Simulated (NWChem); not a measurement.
System: CH₂FNOSi; SMILES O=C=N[SiH2]F

Here is an NWChem input.

```
start job
memory heap 200 mb stack 900 mb global 1100 mb
geometry units angstroms
  Si    -1.230489     0.377391    -0.231848
  F     -1.550426    -0.037394     1.283435
  N      0.423536     0.046894    -0.521093
  C      1.560368    -0.260369    -0.371518
  O      2.675230    -0.545877    -0.294388
  H     -1.438887     1.802522    -0.327775
  H     -2.001406    -0.524718    -1.070497
end
basis spherical
  * library def2-svp
end
dft
  xc xpbe96 cpbe96
  disp vdw 4
  iterations 150
end
driver
  maxiter 120
end
task dft optimize
task dft freq
```

Parts of the log:

```
             Northwest Computational Chemistry Package (NWChem) 7.3.0
             --------------------------------------------------------

 C1  symmetry detected

                             Geometry "geometry" -> ""
                             -------------------------

 Output coordinates in angstroms (scale by  1.889725989 to convert to a.u.)

  No.       Tag          Charge          X              Y              Z
 ---- ---------------- ---------- -------------- -------------- --------------
    1 Si                  14.0000    -0.49958571    -1.17929022     0.00600968
    2 F                    9.0000     0.99742149    -1.75321866    -0.00201667
    3 N                    7.0000    -0.39947385     0.52898482    -0.01552208
    4 C                    6.0000     0.01990445     1.63943321    -0.00150605
    5 O                    8.0000     0.36124482     2.74116213     0.00632186
    6 H                    1.0000    -1.09769325    -1.58976402     1.25397151
    7 H                    1.0000    -1.09796863    -1.58999498    -1.25284110

 Effective nuclear repulsion energy (a.u.)     205.2844220714

                                Z-matrix (autoz)
                                --------

 Units are Angstrom for bonds and degrees for angles

      Type          Name      I     J     K     L     M      Value
      ----------- --------  ----- ----- ----- ----- ----- ----------
    1 Stretch                  1     2                       1.60327
    2 Stretch                  1     3                       1.71134
    3 Stretch                  1     6                       1.44348
    4 Stretch                  1     7                       1.45308
    5 Stretch                  3     4                       1.18708
    6 Stretch                  4     5                       1.15342
    7 Bend                     1     3     4               162.60830
    8 Bend                     2     1     3               107.61663
    9 Bend                     2     1     6               106.82331
   10 Bend                     2     1     7               106.20005
   11 Bend                     3     1     6               108.60074
   12 Bend                     3     1     7               107.17718
   13 Bend                     5     3     1               164.32691
   14 Bend                     6     1     7               119.86670
   15 Torsion                  3     1     4     5        -179.92950
   16 Torsion                  2     1     3     4          -5.09989
   17 Torsion                  4     3     1     6         110.19431
   18 Torsion                  4     3     1     7        -118.96230

  pbe96 is a nonlocal functional; adding pw91lda local functional.

                           NWChem Geometry Optimization
                           ----------------------------

 maximum gradient threshold         (gmax) =   0.000450
 rms gradient threshold             (grms) =   0.000300
 maximum cartesian step threshold   (xmax) =   0.001800
 rms cartesian step threshold       (xrms) =   0.001200
 fixed trust radius                (trust) =   0.300000
 source of zmatrix                         =   autoz

          -------------------
          Energy Minimization
          -------------------

 Using diagonal initial Hessian
 Scaling for Hessian diagonals: bonds = 1.00  angles = 0.25  torsions = 0.10

          --------
          Step   0

                                 NWChem DFT Module
                                 -----------------

 Summary of "ao basis" -> "ao basis" (spherical)
 ------------------------------------------------------------------------------
       Tag                 Description            Shells   Functions and Types
 ---------------- ------------------------------  ------  ---------------------
 Si                         def2-svp                 8       18   4s3p1d
 F                          def2-svp                 6       14   3s2p1d
 N                          def2-svp                 6       14   3s2p1d
 C                          def2-svp                 6       14   3s2p1d
 O                          def2-svp                 6       14   3s2p1d
 H                          def2-svp                 3        5   2s1p

            General Information
            -------------------
          SCF calculation type: DFT
          Wavefunction type:  closed shell.
          No. of atoms     :     7
          No. of electrons :    46
           Alpha electrons :    23
            Beta electrons :    23
          Charge           :     0
          Spin multiplicity:     1
          Use of symmetry is: off; symmetry adaption is: off
          Maximum number of iterations: 150
          AO basis - number of functions:    84
                     number of shells:    38
          Convergence on energy requested:  1.00D-06
          Convergence on density requested:  1.00D-05
          Convergence on gradient requested:  5.00D-04

              XC Information
              --------------
          PerdewBurkeErnzerhof Exchange Functional  1.000
            Perdew 1991 LDA Correlation Functional  1.000 local
           PerdewBurkeErnz. Correlation Functional  1.000 non-local

             Grid Information
             ----------------
          Grid used for XC integration:  medium
          Radial quadrature: Mura-Knowles
          Angular quadrature: Lebedev.
          Tag              B.-S. Rad. Rad. Pts. Rad. Cut. Ang. Pts.
          ---              ---------- --------- --------- ---------
          Si                  1.10       88           9.0       590
          F                   0.50       49          10.0       434
          N                   0.65       49           8.0       434
          C                   0.70       49          10.0       434
          O                   0.60       49          12.0       434
          H                   0.35       45          10.0       434
          Grid pruning is: on
          Number of quadrature shells:   374
          Spatial weights used:  Erf1

           DFT-D3BJ Model
          s6 scale factor  :        1.000000000000
          s8 scale factor  :        0.787500000000
          a1 parameter     :        0.428900000000
          a2 parameter     :        4.440700000000
              vdW contrib  :       -0.004646900966

      Superposition of Atomic Density Guess
      -------------------------------------

 Sum of atomic energies:        -555.58975971

      Non-variational initial energy
      ------------------------------

 Total energy =    -557.536514
 1-e energy   =   -1175.487049
 2-e energy   =     412.666113
 HOMO         =      -0.365666
 LUMO         =       0.055108

   convergence    iter        energy       DeltaE   RMS-Dens  Diis-err
 ---------------- ----- ----------------- --------- --------- ---------
 d= 0,ls=0.0,diis     1   -557.8500806759 -7.63D+02  2.42D-02  1.22D+00
 d= 0,ls=0.0,diis     2   -557.4326892661  4.17D-01  1.60D-02  5.97D+00
 d= 0,ls=0.0,diis     3   -557.9487681255 -5.16D-01  6.09D-03  4.17D-01
 d= 0,ls=0.0,diis     4   -557.9730193864 -2.43D-02  2.87D-03  1.75D-01
 d= 0,ls=0.0,diis     5   -557.9922298233 -1.92D-02  5.37D-04  2.61D-03
  Resetting Diis
 d= 0,ls=0.0,diis     6   -557.9925208330 -2.91D-04  1.15D-04  1.48D-04
 d= 0,ls=0.0,diis     7   -557.9925307118 -9.88D-06  1.38D-04  5.10D-05
 d= 0,ls=0.0,diis     8   -557.9925139591  1.68D-05  9.39D-05  2.27D-04
 d= 0,ls=0.0,diis     9   -557.9925351252 -2.12D-05  1.58D-05  4.71D-06
 d= 0,ls=0.0,diis    10   -557.9925355508 -4.26D-07  5.09D-06  4.94D-07

         Total DFT energy =     -557.992535550825
      One electron energy =    -1177.871883632568
           Coulomb energy =      467.278382892996
    Exchange-Corr. energy =      -52.678809981643
 Nuclear repulsion energy =      205.284422071357

    Dispersion correction =       -0.004646900966

 Numeric. integr. density =       46.000004704075

                       DFT Final Molecular Orbital Analysis
                       ------------------------------------

 Vector   21  Occ=2.000000D+00  E=-3.228752D-01
              MO Center= -1.3D-01, -1.1D+00, -3.7D-02, r^2= 3.6D+00
   Bfn.  Coefficient  Atom+Function         Bfn.  Coefficient  Atom+Function
  ----- ------------  ---------------      ----- ------------  ---------------
    24      0.425751  2 F  pz                27     -0.295597  2 F  pz
    80     -0.252454  7 H  s                 75      0.235883  6 H  s
    10      0.208308  1 Si pz                81     -0.185422  7 H  s
    76      0.178410  6 H  s                 66     -0.176620  5 O  pz
    38     -0.150574  3 N  pz                41      0.137931  3 N  pz

 Vector   22  Occ=2.000000D+00  E=-2.807515D-01
              MO Center= -9.0D-02,  1.2D+00, -6.1D-03, r^2= 2.5D+00
   Bfn.  Coefficient  Atom+Function         Bfn.  Coefficient  Atom+Function
  ----- ------------  ---------------      ----- ------------  ---------------
    36      0.435440  3 N  px                64      0.396390  5 O  px
    39     -0.330995  3 N  px                67      0.278883  5 O  px
    23     -0.146992  2 F  py                37     -0.123365  3 N  py
    65     -0.122485  5 O  py                40      0.103190  3 N  py
    26      0.101727  2 F  py                68     -0.083157  5 O  py

[...]

      ----------------------
      Optimization converged
      ----------------------

  Step       Energy      Delta E   Gmax     Grms     Xrms     Xmax
  ---- ---------------- -------- -------- -------- -------- --------
@   10    -557.99871203 -2.4D-07  0.00007  0.00002  0.00050  0.00136
                                     ok       ok       ok       ok

                                Z-matrix (autoz)
                                --------

 Units are Angstrom for bonds and degrees for angles

      Type          Name      I     J     K     L     M      Value     Gradient
      ----------- --------  ----- ----- ----- ----- ----- ---------- ----------
    1 Stretch                  1     2                       1.63211   -0.00002
    2 Stretch                  1     3                       1.71771   -0.00007
    3 Stretch                  1     6                       1.49365   -0.00003
    4 Stretch                  1     7                       1.49379    0.00004
    5 Stretch                  3     4                       1.21066    0.00000
    6 Stretch                  4     5                       1.17964   -0.00002
    7 Bend                     1     3     4               176.67098   -0.00001
    8 Bend                     2     1     3               108.91105    0.00002
    9 Bend                     2     1     6               108.32626   -0.00001
   10 Bend                     2     1     7               108.33743   -0.00000
   11 Bend                     3     1     6               108.92611   -0.00002
   12 Bend                     3     1     7               108.91925    0.00000
   13 Bend                     5     3     1               176.97407    0.00001
   14 Bend                     6     1     7               113.33890    0.00000
   15 Torsion                  3     1     4     5         179.48204    0.00000
   16 Torsion                  2     1     3     4          -4.66118    0.00001
   17 Torsion                  4     3     1     6         113.29741   -0.00000
   18 Torsion                  4     3     1     7        -122.62928   -0.00001

                         Geometry "geometry" -> "geometry"
                         ---------------------------------

 Output coordinates in angstroms (scale by  1.889725989 to convert to a.u.)

  No.       Tag          Charge          X              Y              Z
 ---- ---------------- ---------- -------------- -------------- --------------
    1 Si                  14.0000    -0.44321175    -1.19027369    -0.00132772
    2 F                    9.0000     1.01560941    -1.92213336    -0.00207322
    3 N                    7.0000    -0.21214745     0.51181798    -0.00417237
    4 C                    6.0000     0.01987575     1.70003417    -0.00053448
    5 O                    8.0000     0.23355020     2.86015373     0.00224448
    6 H                    1.0000    -1.16319760    -1.57935251     1.24816307
    7 H                    1.0000    -1.16662921    -1.58293403    -1.24788261

 Effective nuclear repulsion energy (a.u.)     200.8392260797

                Final and change from initial internal coordinates
                --------------------------------------------------

                                Z-matrix (autoz)
                                --------

 Units are Angstrom for bonds and degrees for angles

[...]

 Rotational Constants
 --------------------
 A=   0.529887 cm-1  (  0.762373 K)
 B=   0.058631 cm-1  (  0.084355 K)
 C=   0.053849 cm-1  (  0.077475 K)

 Temperature                      =   298.15K
 frequency scaling parameter      =   1.0000

 Zero-Point correction to Energy  =   20.863 kcal/mol  (  0.033247 au)
 Thermal correction to Energy     =   24.509 kcal/mol  (  0.039058 au)
 Thermal correction to Enthalpy   =   25.101 kcal/mol  (  0.040001 au)

 Total Entropy                    =   78.895 cal/mol-K
   - Translational                =   39.419 cal/mol-K (mol. weight =  90.9890)
   - Rotational                   =   26.358 cal/mol-K (symmetry #  =        1)
   - Vibrational                  =   13.119 cal/mol-K

 Cv (constant volume heat capacity) =   18.060 cal/mol-K
   - Translational                  =    2.979 cal/mol-K
   - Rotational                     =    2.979 cal/mol-K
   - Vibrational                    =   12.101 cal/mol-K

[normal modes left out]

 ----------------------------------------------------------------------------
 Normal Eigenvalue ||           Projected Infra Red Intensities
  Mode   [cm**-1]  || [atomic units] [(debye/angs)**2] [(KM/mol)] [arbitrary]
 ------ ---------- || -------------- ----------------- ---------- -----------
    1       -0.000 ||    0.001539           0.035         1.500       0.139
    2       -0.000 ||    0.000940           0.022         0.916       0.085
    3       -0.000 ||    0.000192           0.004         0.187       0.017
    4       -0.000 ||    0.000190           0.004         0.186       0.017
    5        0.000 ||    0.000200           0.005         0.195       0.018
    6        0.000 ||    0.000002           0.000         0.002       0.000
    7       54.039 ||    0.000447           0.010         0.436       0.040
    8       59.132 ||    0.001167           0.027         1.138       0.105
    9      287.899 ||    0.014516           0.335        14.151       1.310
   10      576.646 ||    0.021932           0.506        21.381       1.979
   11      588.441 ||    0.035939           0.829        35.035       3.243
   12      600.580 ||    0.083905           1.936        81.794       7.572
   13      663.161 ||    0.106700           2.462       104.017       9.630
   14      709.258 ||    0.002266           0.052         2.209       0.204
   15      851.254 ||    0.017627           0.407        17.184       1.591
   16      914.659 ||    0.306243           7.065       298.541      27.638
   17      947.480 ||    0.211947           4.890       206.616      19.128
   18     1491.526 ||    0.046757           1.079        45.581       4.220
   19     2216.928 ||    0.112672           2.599       109.838      10.169
   20     2224.720 ||    0.135692           3.131       132.279      12.246
   21     2414.807 ||    1.225995          28.285      1195.160     110.646
 ----------------------------------------------------------------------------
```

Level: PBE-D3(BJ)/def2-SVP.
